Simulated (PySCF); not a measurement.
SbH2(OEt), C₂H₇OSb.
Bonds: Sb1–O4, O4–C5, C5–C6. Hydrogens: H2, H3 on Sb1; H7, H8 on C5; H9, H10, H11 on C6.

Method: PySCF 2.14.0, PBE0-D3(BJ)/def2-SVP geometry optimisation, gas phase, def2 core potentials past Kr.

What internal coordinates does the optimisation give?

```
                 bond  length (bohr)
               Sb1–H2          3.242
               Sb1–H3          3.273
               Sb1–O4          3.788
                O4–C5          2.650
                C5–C6          2.858
         C5–H7, C5–H8          2.100
C6–H9, C6–H10, C6–H11          2.080
```

Bonds in one row agree within 0.02 bohr and their mean is given. A selection of angles:
```
     angle  degrees
 H2–Sb1–H3     90.7
 H2–Sb1–O4     91.4
 H3–Sb1–O4     96.2
 Sb1–O4–C5    117.9
  O4–C5–C6    108.5
  O4–C5–H7    111.9
  C6–C5–H7    109.5
  H7–C5–H8    106.2
  C5–C6–H9    111.0
 C5–C6–H10    110.3
 H9–C6–H10    108.6
H10–C6–H11    108.0
```

Dihedral angles: Sb1–O4–C5–C6 -173° (antiperiplanar). The mirror-image conformer, all signs reversed, is as good.

Sb1 (antimony bonded to O and 2 H) is pyramidal (angles 96.2°, 91.4° and 90.7°, sum 278.2°, 0.99 Å off the plane of its three neighbours).

Stationary, but not proved a minimum. The numbers are those of one conformer (H–Sb1–O4–C5 -172° and -82°, Sb1–O4–C5–C6 -173°).
